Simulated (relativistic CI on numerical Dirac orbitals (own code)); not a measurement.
## Sensitivity of the levels of Ar XIII to α and to the nuclear radius

Computed by Dirac-Coulomb-Breit CI, orbitals from a KLI potential per configuration, derivatives by finite differences, unscaled Slater integrals, QED left out (own radial code, finite nucleus).

CI space (outside the closed core 1s2): 2s2 2p2, 2s 2p3, 2p4, 2p3 3s, 2p3 3p, 2s2 2p 3s, 2p3 3d, 2s2 2p 3p. Levels of other configurations are missing.

With x = (α/α₀)² − 1 an excitation energy changes as ω = ω₀ + qx; K = 2q/ω₀ is the relative enhancement. Terms are leading LS components, so labels can repeat. The field-shift factor is F = δν/δ⟨r²⟩ for the transition from the lowest level.

Lowest level 2s2 2p2 3P_0.

| Level | ω₀ (cm⁻¹) | q (cm⁻¹) | K | F (GHz/fm²) |
| --- | --- | --- | --- | --- |
| 2s2 2p2 3P_1 | 9846 | 12290 | 2.5 | 0.00787 |
| 2s2 2p2 3P_2 | 21835 | 22670 | 2.08 | -0.00468 |
| 2s2 2p2 1D_2 | 87573 | 22330 | 0.51 | 0.0326 |
| 2s2 2p2 1S_0 | 158643 | 25970 | 0.327 | -0.806 |
| 2s 2p3 5S°_2 | 216253 | 37570 | 0.348 | -16.5 |
| 2s 2p3 3D°_2 | 424077 | 35680 | 0.168 | -16.8 |
| 2s 2p3 3D°_1 | 424666 | 36460 | 0.172 | -16.8 |
| 2s 2p3 3D°_3 | 425293 | 38860 | 0.183 | -16.8 |
| 2s 2p3 3P°_0 | 497122 | 40440 | 0.163 | -16.8 |
| 2s 2p3 3P°_1 | 497473 | 41480 | 0.167 | -16.8 |
| 2s 2p3 3P°_2 | 498658 | 43950 | 0.176 | -16.8 |
| 2s 2p3 3S°_1 | 635982 | 38470 | 0.121 | -18 |
| 2s 2p3 1D°_2 | 636731 | 41970 | 0.132 | -17.6 |
| 2s 2p3 1P°_1 | 709383 | 46060 | 0.13 | -17.6 |
| 2p4 3P_2 | 968786 | 51460 | 0.106 | -34 |
| 2p4 3P_1 | 984306 | 68200 | 0.139 | -34 |
| 2p4 3P_0 | 989149 | 70990 | 0.144 | -34 |
| 2p4 1D_2 | 1047036 | 63050 | 0.12 | -34 |
| 2p4 1S_0 | 1186356 | 64870 | 0.109 | -33.1 |
| 2s2 2p 3s 3P°_0 | 3137231 | 2524 | 0.00161 | 7.58 |
| 2s2 2p 3s 3P°_1 | 3140996 | 4237 | 0.0027 | 7.57 |
| 2s2 2p 3s 3P°_2 | 3159546 | 25060 | 0.0159 | 7.54 |
| 2s2 2p 3s 1P°_1 | 3175356 | 23360 | 0.0147 | 7.53 |

At this charge energies of transitions that change n are usually good to better than 1 %, and those within a shell (Δn = 0) to a few per cent.
